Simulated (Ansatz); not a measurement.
`[SiH3]C[O][AlH][SiH3]` + `[SiH3]C[SiH2]Cl` → `[SiH3][CH2][AlH][SiH3]` + `[SiH3]CO[SiH2]Cl`  (redistribution)

Computed with Ansatz on PBE0-D4/def2-TZVP structures; ΔE is electronic, products minus reactants. CCSD(T)/CBS adds triple-zeta CCSD(T) − MP2 to the extrapolated MP2 energy (def2 sets, frozen cores). DFT in def2-TZVPP. B3LYP here is the variant with VWN-RPA as its local correlation; programs differ in this. Each species was taken in one conformer, which may not be the lowest.

```
             level  ΔE (kJ/mol)  difference from CCSD(T)/CBS
            PBE-D4         42.5                          5.7
         r2SCAN-D4         39.9                          3.1
           PBE0-D4         39.3                          2.5
          B3LYP-D4         40.6                          3.8
           ωB97X-V         38.1                          1.3
           ωB97M-V         37.5                          0.7
            B2PLYP         37.2                          0.4
               PBE         40.0                          3.2
            r2SCAN         39.3                          2.5
              PBE0         37.0                          0.2
             B3LYP         36.6                         -0.2
     HF/def2-TZVPP         28.3                         -8.5
    MP2/def2-TZVPP         37.8                          1.0
SCS-MP2/def2-TZVPP         36.5                         -0.3
   CCSD/def2-TZVPP         36.0                         -0.8
CCSD(T)/def2-TZVPP         37.2                          0.4
     HF/def2-QZVPP         28.0                         -8.8
    MP2/def2-QZVPP         37.5                          0.7
SCS-MP2/def2-QZVPP         36.2                         -0.6
      HF/CBS(def2)         28.0                         -8.8
     MP2/CBS(def2)         37.4                          0.6
    CCSD/CBS(def2)         35.6                         -1.2
       CCSD(T)/CBS         36.8                            0
```

Largest T1 diagnostic among the species: 0.014.

From PBE to PBE0 (25 % exact exchange), in def2-TZVPP and without D4, ΔE moves by −3.0 kJ/mol. The D4 term adds +4.0 kJ/mol with B3LYP and +2.3 kJ/mol with PBE0; it sums over pairs of atoms, weighted by their polarisabilities, and B3LYP, whose exchange is more repulsive, gets the larger term.
